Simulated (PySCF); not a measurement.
H5Sb, SMILES [SbH5].

Coordinates come from a r2SCAN-D4/def2-TZVP optimisation. The def2 effective core potentials stand for the cores of Sb; spin–orbit coupling is left out.

Method: CAM-B3LYP/def2-TZVPD (PySCF).

Symmetry labels are those of the subgroup C2v that the program uses (full group D3h).

Computed valence orbital energies around the gap with their symmetry:
```json
[
 {"orbital": "HOMO−7", "symmetry": "A1", "energy (eV)": "-38.25"},
 {"orbital": "HOMO−6", "symmetry": "A2", "energy (eV)": "-38.16"},
 {"orbital": "HOMO−5", "symmetry": "B2", "energy (eV)": "-38.16"},
 {"orbital": "HOMO−4", "symmetry": "A1", "energy (eV)": "-19.03"},
 {"orbital": "HOMO−3", "symmetry": "B1", "energy (eV)": "-12.17"},
 {"orbital": "HOMO−2", "symmetry": "A1", "energy (eV)": "-12.17"},
 {"orbital": "HOMO−1", "symmetry": "B2", "energy (eV)": "-11.95"},
 {"orbital": "HOMO", "symmetry": "A1", "energy (eV)": "-7.61"},
 {"orbital": "LUMO", "symmetry": "A1", "energy (eV)": "-0.28"},
 {"orbital": "LUMO+1", "symmetry": "B1", "energy (eV)": "0.89"},
 {"orbital": "LUMO+2", "symmetry": "A1", "energy (eV)": "0.89"},
 {"orbital": "LUMO+3", "symmetry": "A2", "energy (eV)": "2.33"}
]
```
